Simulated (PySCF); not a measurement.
**Worked example: oscillator strength and radiative lifetime**

C₃H₁₂FGeNSi, SMILES [CH3][Ge]([CH3])([CH3])[NH][SiH2]F.

Coordinates come from a B3LYP-D3(BJ)/def2-SVP optimisation. The structure was generated by enumeration, and PubChem lists no compound with its InChIKey, so it may never have been made. Other conformers were not sampled.

TDDFT-ωB97X/def2-SVP (PySCF) puts the first singlet state with f over 0.02 at 7.50 eV (vertical), with the transition dipole (-0.038, -0.329, 0.271) in atomic units.

Find the oscillator strength, the wavelength and the radiative lifetime that this transition would have in vacuum if emission retraced absorption.


|μ|² = 0.1831 au, so |μ| = 1.09 D. ΔE = 7.50/27.211 = 0.2756 hartree. f = (2/3) ΔE |μ|² = 0.034 (the program prints 0.034).
λ = 1239.84/7.50 = 165 nm; ν = 60492 cm⁻¹.
Einstein's coefficient A = 0.6670 ν² f s⁻¹ (ν in cm⁻¹) = 8.2e7 s⁻¹, so τ = 1/A = 12 ns. This state is S1. The figure is the radiative limit of this one transition; relaxation, internal conversion, crossing to triplets and a medium change what is measured.
